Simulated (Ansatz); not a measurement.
Two members of one family (Series CdX2), computed with Ansatz in the gas phase; def2 core potentials for Cd, I, no spin–orbit coupling. Binding counts from free atoms in the multiplicity of their measured ground term, without zero-point energy. A dash marks a value that wasn't run or was left out as unsound. The structures are stationary points that may keep the symmetry of their start. Remarks come from the PBE and PBE0 runs and from stability tests at other levels; not every state was tested. HOMO above LUMO (over both spins in singlets and doublets, within one spin in higher multiplets; at PBE or PBE0), or a gap under 0.15 eV within one spin, warns that the state may not be the lowest or that an electron is smeared out.

First: CdI2 (singlet, charge 0, PBE0-D4/def2-TZVP geometry).

Cartesian coordinates in Å:
```
Cd 0.001 0.000 0.004
I -0.079 2.578 0.220
I 0.078 -2.577 -0.224
```

```tsv
level	HOMO (eV)	LUMO (eV)	gap (eV)	vertical IE (eV)	vertical triplet (eV)	binding per atom (eV)
LDA (SPW92)/def2-TZVP	-6.80	-3.46	3.34	–	–	1.72
PBE-D4/def2-SVP	-6.54	-3.11	3.43	–	–	1.46
PBE-D4/def2-TZVP	-6.61	-3.15	3.46	9.13	3.48	1.45
r2SCAN-D4/def2-TZVP	-6.90	-2.97	3.93	9.32	3.71	1.49
PBE0-D4/def2-SVP	-7.68	-2.36	5.32	–	–	1.48
```

Metal–donor distances: 2 × I 2.59 Å. Remarks: gap within one spin near zero at PBE or PBE0 (+1 doublet), gap within one spin near zero at PBE or PBE0 (triplet).

Second: CdF2 (singlet, charge 0, PBE0-D4/def2-TZVP geometry).

Cartesian coordinates in Å:
```
Cd 0.000 0.000 0.000
F -1.385 -1.318 -0.187
F 1.385 1.318 0.187
```

**Question.** Estimate how these quantities change from the first to the second (second minus first).

**Answer.** 
```
                level  Δ HOMO (eV)  Δ LUMO (eV)  Δ gap (eV)  Δ vertical IE (eV)  Δ vertical triplet (eV)  Δ binding per atom (eV)
LDA (SPW92)/def2-TZVP        -1.69        -0.26        1.43                   –                        –                     1.11
      PBE-D4/def2-SVP        -1.11         0.03        1.13                   –                        –                     0.94
     PBE-D4/def2-TZVP        -1.54        -0.21        1.33                2.96                     1.47                     0.93
  r2SCAN-D4/def2-TZVP        -1.65        -0.13        1.52                2.92                     1.46                     0.83
     PBE0-D4/def2-SVP        -1.93         0.21        2.15                   –                        –                     0.72
```

Metal–donor distances: 2 × F 1.92 Å.
